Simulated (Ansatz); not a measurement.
Relaxation of F2GeH3O (7 atoms, charge 0, multiplicity 2), to a largest force component of 0.03 eV/Å in at most 50 steps.

Level of theory: Ansatz, UKS revPBE-D4/def2-SVP.

```xyz
7
Properties=species:S:1:pos:R:3:forces:R:3
Ge 0.004 -0.332 0.300 0.46 0.78 -0.85
F -0.710 -1.418 1.431 -0.59 -0.89 0.80
H 1.539 -0.288 0.401 0.02 0.02 0.04
F -0.719 1.245 0.641 0.01 0.02 0.01
H -0.597 -0.754 -1.065 0.02 0.01 -0.03
O 0.349 0.131 2.979 0.14 0.05 0.07
H -0.441 0.721 2.910 -0.06 0.01 -0.03
```

Q: Where does it end, and by what steps?

A: It converged. After 14 steps the energy has fallen by 0.050 eV; F2 moved furthest, 0.37 Å.

```json
{"step": "0", "energy less start (eV)": "0.0000", "largest force component (eV/Å)": "0.886", "accepted": "yes"}
{"step": "1", "energy less start (eV)": "-0.0278", "largest force component (eV/Å)": "0.454", "accepted": "yes"}
{"step": "2", "energy less start (eV)": "-0.0367", "largest force component (eV/Å)": "0.200", "accepted": "yes"}
{"step": "3", "energy less start (eV)": "-0.0374", "largest force component (eV/Å)": "0.146", "accepted": "yes"}
{"step": "4", "energy less start (eV)": "-0.0384", "largest force component (eV/Å)": "0.097", "accepted": "yes"}
{"step": "5", "energy less start (eV)": "-0.0387", "largest force component (eV/Å)": "0.033", "accepted": "yes"}
{"step": "6", "energy less start (eV)": "-0.0391", "largest force component (eV/Å)": "0.038", "accepted": "yes"}
{"step": "7", "energy less start (eV)": "-0.0407", "largest force component (eV/Å)": "0.053", "accepted": "yes"}
{"step": "8", "energy less start (eV)": "-0.0412", "largest force component (eV/Å)": "0.142", "accepted": "yes"}
{"step": "9", "energy less start (eV)": "-0.0438", "largest force component (eV/Å)": "0.182", "accepted": "yes"}
{"step": "10", "energy less start (eV)": "-0.0462", "largest force component (eV/Å)": "0.110", "accepted": "yes"}
{"step": "11", "energy less start (eV)": "-0.0469", "largest force component (eV/Å)": "0.316", "accepted": "yes"}
{"step": "12", "energy less start (eV)": "-0.0488", "largest force component (eV/Å)": "0.142", "accepted": "yes"}
{"step": "13", "energy less start (eV)": "-0.0498", "largest force component (eV/Å)": "0.051", "accepted": "yes"}
{"step": "14", "energy less start (eV)": "-0.0503", "largest force component (eV/Å)": "0.006", "accepted": "yes"}
```

```xyz
7
Properties=species:S:1:pos:R:3
Ge -0.053 -0.422 0.270
F -0.801 -1.702 1.203
H 1.463 -0.359 0.539
F -0.817 1.077 0.842
H -0.540 -0.587 -1.189
O 0.437 0.381 3.193
H -0.263 0.917 2.736
```

Whether the end is a true minimum wasn't checked by a vibrational analysis.

The run took 27 s on 4 threads of Arm Neoverse V2, with other jobs on the host, peak memory 0.21 GiB.
